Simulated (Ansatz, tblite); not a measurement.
Removing and adding an electron: C9H15NO (relaxed from a model of N-butylpyridinium hydroxide, whose bonding it doesn't keep). Total charge 0; singlet. Geometry: PBE-D4/def2-SVP. Ansatz, gas phase; energy differences of separate SCF runs; the oxidised species was run as a doublet alone; the reduced species was run as a doublet alone.

Cartesian coordinates in Å:
```
C -2.2537 1.9863 2.6799
C -1.1609 2.1185 1.6183
C -0.8586 0.8054 0.8912
C 0.2311 0.9505 -0.1776
N 0.5514 -0.3027 -0.8502
C 1.5777 -1.1409 -0.2277
C 1.5022 -2.5427 -0.7528
C 0.9452 -2.8141 -1.9718
C 0.2397 -1.7981 -2.7069
C 0.0459 -0.5851 -2.0918
H -3.2104 1.6434 2.2333
H -2.4494 2.9512 3.1894
H -1.9716 1.2477 3.4591
H -1.4558 2.8905 0.8723
H -0.2263 2.4998 2.0871
H -1.7818 0.4122 0.4113
H -0.5471 0.0335 1.6298
H -0.0905 1.6889 -0.9425
H 1.1655 1.3538 0.2677
H 1.4274 -1.1014 0.8733
H 2.0058 -3.3207 -0.1605
H 0.9984 -3.8360 -2.3814
H -0.1846 -1.9895 -3.7002
H -0.5452 0.2219 -2.5538
O 2.8877 -0.5745 -0.3910
H 3.1578 -0.7978 -1.3043
```

The xTB rows come from tblite. HOMO above LUMO, or a gap near zero within one spin, warns that the state may not be the lowest or that an electron is smeared out.

```tsv
level	−HOMO (eV)	vertical IE (eV)	−LUMO (eV)	vertical EA (eV)	HOMO–LUMO gap (eV)	IE − EA (eV)	remarks
GFN2-xTB	9.25	12.14	6.41	3.28	2.83	8.85	–
PBE-D4/def2-TZVP	4.48	7.12	1.37	-0.98	3.11	8.10	HOMO above zero (-1 doublet), gap within one spin near zero (-1 doublet)
revPBE-D4/def2-TZVP	4.40	7.14	1.27	-0.96	3.13	8.10	HOMO above zero (-1 doublet), gap within one spin near zero (-1 doublet)
```

Q: Estimate the rows for GFN1-xTB, PBE0-D4/def2-TZVP.

A: 
| level | −HOMO (eV) | vertical IE (eV) | −LUMO (eV) | vertical EA (eV) | HOMO–LUMO gap (eV) | IE − EA (eV) | remarks |
| --- | --- | --- | --- | --- | --- | --- | --- |
| GFN1-xTB | 10.15 | 13.01 | 7.35 | 4.33 | 2.81 | 8.68 | – |
| PBE0-D4/def2-TZVP | 5.43 | 7.16 | 0.50 | -1.10 | 4.93 | 8.25 | HOMO above zero (-1 doublet) |

Relaxing the reduced species (PBE-D4/def2-SVP) changes its energy by -0.21 eV at PBE-D4/def2-TZVP, so the adiabatic electron affinity to this nearest minimum is -0.77 eV. At PBE0-D4/def2-TZVP it is -0.90 eV. The highest occupied level of the relaxed charge -1 doublet lies above zero (up to 2.76 eV). By energy differences, losing it releases 0.77 eV (each at its own geometry, to the charge 0 singlet, at PBE-D4/def2-TZVP).     A HOMO above zero means that the electron is unbound at that level or that self-interaction error raises the level; the energy of removing that electron tells which. Raw xTB energy differences between charge states are shifted by several eV; the methods need an empirical correction for them. Sets without diffuse functions give affinities that are too small. A negative affinity means that the extra electron isn't bound; its size then hangs on the basis.
